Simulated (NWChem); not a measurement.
System: SnHOI, singlet; SMILES [OH][Sn][I]

```xyz
4

Sn     0.3096     1.2717     0.0000
I     -0.0054    -1.4835     0.0000
O     -1.6193     1.7540     0.0000
H     -2.2373     1.0111     0.0000
```
Atoms are numbered in this order, from 1.

Results from NWChem. Low-valent species are run as closed-shell singlets; no triplet was tried in these runs. Structure relaxed at the PBE0/def2-SVP level. def2 effective core potentials on Sn, I; no spin-orbit coupling. Ions are spin-unrestricted doublets at the neutral geometry; other ion states weren't tried. Functional: LC-ωPBE (HJS hole) with def2-SVP; rows give the range parameter ω in 1/bohr.

| range parameter (1/bohr) | vertical ionisation energy, ΔSCF (eV) | −ε(HOMO) (eV) | ΔSCF minus −ε(HOMO) (eV) |
|---|---|---|---|
| 0.10 | ? | ? | ? |
| 0.25 | 9.38 | 9.01 | 0.37 |
| 0.30 | 9.44 | 9.31 | 0.13 |
| 0.35 | 9.49 | 9.55 | -0.06 |
| 0.60 | 9.65 | 10.19 | -0.54 |

Question: Some entries are withheld; supply them.

Answer: 
- 0.10, vertical ionisation energy, ΔSCF (eV): 9.16
- 0.10, −ε(HOMO) (eV): 7.60
- 0.10, ΔSCF minus −ε(HOMO) (eV): 1.56
